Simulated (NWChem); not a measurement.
C3H9B; SMILES CB(C)C

```xyz
13

B      0.0069     0.0029    -0.0303
C      1.1627     1.0694     0.0472
H      2.0704     0.7918    -0.5108
H      1.4632     1.1095     1.1136
H      0.8595     2.0923    -0.2241
C      0.3393    -1.5348    -0.1106
H     -0.4102    -2.1106    -0.6773
H      0.2767    -1.9172     0.9276
H      1.3463    -1.7787    -0.4806
C     -1.4953     0.4705     0.0250
H     -2.2062    -0.2953     0.3713
H     -1.7691     0.6974    -1.0253
H     -1.6550     1.4060     0.5838
```
Atoms are numbered in this order, from 1.

Geometry: optimised at PBE0/def2-SVP.

Q: Give the principal values of the shielding tensors (ppm) of B1, C2, C6, C10 from KT2/pcSseg-1, GIAO (NWChem), with their diamagnetic and paramagnetic parts as GIAO splits them.

A: 
| atom | σ11 | σ22 | σ33 | isotropic | diamagnetic | paramagnetic |
|---|---|---|---|---|---|---|
| B1 | -35.8 | -33.3 | 119.4 | 16.8 | 190.0 | -173.3 |
| C2 | 150.8 | 166.2 | 184.2 | 167.0 | 252.4 | -85.3 |
| C6 | 150.4 | 167.2 | 184.4 | 167.4 | 252.4 | -85.0 |
| C10 | 150.1 | 166.8 | 183.3 | 166.7 | 252.3 | -85.6 |
